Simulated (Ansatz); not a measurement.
Consider the ligand exchange at the Al–C bond: `[NH2][AlH][C](=O)O[SiH3]` + dimethylamine → `C[N](C)[AlH][NH2]` + `O=CO[SiH3]`.

Calculated with Ansatz (gas phase, PBE0-D4/def2-TZVP geometries, no zero-point term in ΔE). CBS: MP2 limit from def2 TZ/QZ plus the TZ coupled-cluster correction, frozen cores. Functionals use def2-TZVPP. One conformer a species, not always the lowest.

```tsv
level	ΔE (kJ/mol)
PBE	-71.7
MP2/def2-TZVPP	-88.7
```

Problem. What does CCSD(T)/CBS give? (Best estimate.)

Solution. Computed: -82.2 kJ/mol. The listed levels differ from it by 10.5, -6.5 kJ/mol.

Largest T1 diagnostic among the species: 0.016.

The D4 term adds −3.0 kJ/mol with B3LYP and −1.6 kJ/mol with PBE0; it sums over pairs of atoms, weighted by their polarisabilities, and B3LYP, whose exchange is more repulsive, gets the larger term. From PBE to PBE0 (25 % exact exchange), in def2-TZVPP and without D4, ΔE moves by −6.1 kJ/mol.

B3LYP here is the variant with VWN-RPA as its local correlation; programs differ in this.
